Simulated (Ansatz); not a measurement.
Born–Oppenheimer molecular dynamics of FH5O3Sn (10 atoms, charge 0, multiplicity 1). It starts at the highest image of a converged band. Of that band: A vibrational analysis at the climbing image gives 2 clearly imaginary modes (967i, 99i cm⁻¹): a point of higher order, so a lower path passes nearby.

These are results of RKS r2SCAN-D4/def2-SVP in Ansatz 0.2.0, not measurements.

| Item | Value |
| --- | --- |
| ensemble | NVE (velocity Verlet) |
| time step | 0.5 fs |
| steps asked | 200 |
| starting velocities drawn for | 100 K |
| seed | 2964 |

First frame:

```xyz
10
Properties=species:S:1:pos:R:3
Sn 0.154 0.249 -0.006
H -0.023 -0.199 1.958
O 1.903 -0.167 -0.803
H 1.806 -0.976 -1.331
O -0.928 1.736 -0.703
H -1.676 1.354 -1.190
O -0.954 -1.343 -0.466
H -1.215 -1.845 0.319
F 1.067 1.542 1.404
H 0.510 0.621 2.004
```

Problem. How far do the bonds stretch over the last three quarters of this one trajectory? (Pairs bonded in most of those frames.)

Solution. 
```
  bond  mean (Å)  spread (Å)  shortest  longest
Sn1–O3     1.963       0.023      1.93     2.00
Sn1–O5     1.981       0.021      1.94     2.01
Sn1–O7     1.990       0.053      1.90     2.08
Sn1–F9     1.931       0.092      1.81     2.08
H2–H10     0.759       0.004      0.75     0.77
 O3–H4     0.971       0.002      0.97     0.97
 O5–H6     0.970       0.009      0.96     0.98
 O7–H8     0.969       0.009      0.95     0.98
```

Mean temperature of the second half: 802 K. The conserved energy stayed within 0.038 meV per atom of its start (net change 0.0033 meV per atom), so the integration is sound. The kinetic energy rose, since the run started high on the potential surface and went downhill. It ends in pieces (FH3O3Sn + H2), so much of that is their flight and rotation, not heat. A run of 0.1 ps of so small a system gives no equilibrium averages. The orbitals stay closed-shell, which can raise the energy where a bond breaks towards radicals; this wasn't checked here.

The run took 5.2 min on 4 threads of Arm Neoverse V2, on a shared host, peak memory 0.18 GiB.
